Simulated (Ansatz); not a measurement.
The same path of AlClHSe (4 atoms, charge 0, multiplicity 2) was run twice with different band settings. Lost on the way: Se3–H4. Made: Al2–H4.

Method: UHF/def2-SVP (Ansatz).

Relaxed end points:

```xyz
4
Properties=species:S:1:pos:R:3
Cl -2.586 -0.229 -0.243
Al -0.702 0.635 0.190
Se 1.169 -0.713 -0.186
H 2.119 0.308 0.239
```

```xyz
4
Properties=species:S:1:pos:R:3
Cl -2.039 0.267 -0.029
Al 0.061 0.160 0.061
Se 1.081 -1.812 -0.586
H 0.896 1.384 0.553
```

Common settings: movable images 5; climbing image yes; spring 5.0 eV/Å²; optimiser quadratic models (default); start path through a guess of the saddle point; iteration limit 60; end points relaxed.

| run | force threshold |
| --- | --- |
| 1 | 0.05 eV/Å |
| 2 | 0.2 eV/Å |

Q: What does each run give, and how far can it be trusted?

A: Run 1: converged after 5 iterations, highest image 1.532 eV above the first end. A vibrational analysis at the climbing image gives one clearly imaginary mode, 1850i cm⁻¹: a first-order saddle point.
Run 2: converged after 4 iterations, highest image 1.532 eV above the first end. The threshold of 0.2 eV/Å is loose, so the images may lie well off the minimum-energy path. Another band between the same ends (5 images) ends at a top of the same energy, where a vibrational analysis finds 1 clearly imaginary mode.
